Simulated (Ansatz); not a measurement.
`CS[SiH](O)O`, relaxed with RKS PBE0-D4/def2-TZVP in the Gaussian-basis code of Ansatz from a PBE-D4/def2-SVP geometry. The force threshold is 0.005 eV/Å; the program also tests the step.

Total charge 0; spin multiplicity 1.

Start:

```xyz
11

C    -0.732    1.435    1.138
S     0.594    0.162    1.222
Si    0.168   -0.860   -0.626
O     1.064   -2.273   -0.594
O     0.584   -0.008   -1.999
H    -0.638    2.053    2.050
H    -0.606    2.083    0.249
H    -1.737    0.970    1.122
H    -1.310   -1.053   -0.771
H     1.084   -2.729    0.266
H     1.530    0.219   -2.056
```

```json
{"step": "1", "energy (eV)": "-23935.7035", "largest force (eV/Å)": "0.885", "largest move (Å)": "0.000"}
{"step": "2", "energy (eV)": "-23935.7682", "largest force (eV/Å)": "0.589", "largest move (Å)": "0.040"}
{"step": "3", "energy (eV)": "-23935.7836", "largest force (eV/Å)": "0.101", "largest move (Å)": "0.022"}
{"step": "4", "energy (eV)": "-23935.7850", "largest force (eV/Å)": "0.067", "largest move (Å)": "0.025"}
{"step": "5", "energy (eV)": "-23935.7866", "largest force (eV/Å)": "0.076", "largest move (Å)": "0.082"}
{"step": "6", "energy (eV)": "-23935.7868", "largest force (eV/Å)": "0.048", "largest move (Å)": "0.014"}
{"step": "7", "energy (eV)": "-23935.7871", "largest force (eV/Å)": "0.009", "largest move (Å)": "0.008"}
{"step": "8", "energy (eV)": "-23935.7872", "largest force (eV/Å)": "0.007", "largest move (Å)": "0.005"}
{"step": "9", "energy (eV)": "-23935.7872", "largest force (eV/Å)": "0.002", "largest move (Å)": "0.003"}
```

End:

```xyz
11

C    -0.709    1.439    1.111
S     0.573    0.155    1.218
Si    0.161   -0.865   -0.599
O     1.057   -2.237   -0.581
O     0.535   -0.021   -1.945
H    -0.702    1.974    2.060
H    -0.492    2.138    0.305
H    -1.694    0.996    0.963
H    -1.295   -1.098   -0.717
H     1.113   -2.720    0.245
H     1.452    0.238   -2.059
```

Run time 34 s (4 threads of an Arm Neoverse V1 on a shared host); peak host memory 0.55 GiB.
